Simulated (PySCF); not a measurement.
A side-by-side comparison of computed properties.

First species: C5H5F.
Geometry (PBE0-D3(BJ)/def2-SVP, Å), atoms numbered from 1 in this order:
```
atom  x, y, z in Å
C1     2.5100    0.5100    0.4881
C2     1.6668   -0.2765   -0.1960
C3     0.2496   -0.1644   -0.1750
C4    -0.9640   -0.0980   -0.1810
C5    -2.4161    0.0011   -0.1726
F6    -3.0055   -0.9652   -0.9454
H7     2.1441    1.3164    1.1282
H8     3.5898    0.3616    0.4202
H9     2.0674   -1.0770   -0.8296
H10   -2.7914   -0.0964    0.8618
H11   -2.7252    0.9923   -0.5500
```

Second species: C7H7N.
InChI=1S/C7H7N/c1-2-3-4-5-6-7-8/h2-6H,1H2/b4-3+,6-5-

Levels: CAM-B3LYP/def2-SVPD for dipole moment, HOMO energy, LUMO energy, HOMO–LUMO gap, static isotropic polarisability and electronic spatial extent ⟨r²⟩ about the centre of nuclear charge; TDDFT CAM-B3LYP/def2-SVPD for lowest singlet excitation; PBE0-D3(BJ)/def2-SVP for rotational constant A and rotational constant C. Geometries: PBE0-D3(BJ)/def2-SVP. Each species is one conformer at its optimised geometry, gas phase, non-relativistic unless stated; the electronic structure was computed with PySCF and density fitting.

Dipoles, sizes and rotational constants follow the conformer. The torsions of the flexible species, by atom-mapped SMILES:
- `[CH2:1]=[CH:2]/[CH:3]=[CH:4]/[CH:5]=[CH:6]\[C:7]#[N:8]`: C1–C2–C3–C4 180°, C3–C4–C5–C6 180°

Values for the first species:

| Quantity | Value |
| --- | --- |
| Dipole moment | 2.06 D |
| HOMO energy | -8.37 eV |
| LUMO energy | 0.03 eV |
| HOMO–LUMO gap | 8.40 eV |
| Lowest singlet excitation | 5.49 eV |
| Static isotropic polarisability | 65.8 au |
| Electronic spatial extent ⟨r²⟩ about the centre of nuclear charge | 902 bohr² |
| Rotational constant A | 22.139 GHz |
| Rotational constant C | 1.204 GHz |

(1) Estimate the same properties for the second species, and the change in each.

## Answers

(1) 
| property | first | second | second less first |
| --- | --- | --- | --- |
| dipole moment | 2.06 D | 4.73 D | +2.67 D |
| HOMO energy | -8.37 eV | -7.94 eV | +0.43 eV |
| LUMO energy | 0.03 eV | -1.45 eV | -1.48 eV |
| HOMO–LUMO gap | 8.40 eV | 6.49 eV | -1.91 eV |
| lowest singlet excitation | 5.49 eV | 4.43 eV | -1.06 eV |
| static isotropic polarisability | 65.8 au | 112.5 au | +46.7 au |
| electronic spatial extent ⟨r²⟩ about the centre of nuclear charge | 902 bohr² | 1522 bohr² | +620 bohr² |
| rotational constant A | 22.139 GHz | 6.325 GHz | -15.814 GHz |
| rotational constant C | 1.204 GHz | 0.703 GHz | -0.501 GHz |

On the first: In atomic units the dipole is 0.81 e·bohr (1 au = 2.5417 D). No computed singlet falls in the visible range (750 to 380 nm, 1.65 to 3.26 eV); S1 lies 2.23 eV above its blue end.

On the second: The polarisability is 16.68 Å³ as a volume (1 au = 0.148185 Å³), or 2.01 au for each of the 56 electrons. The principal polarisabilities are 54.2, 84.5 and 198.9 au; their mean is the isotropic value.
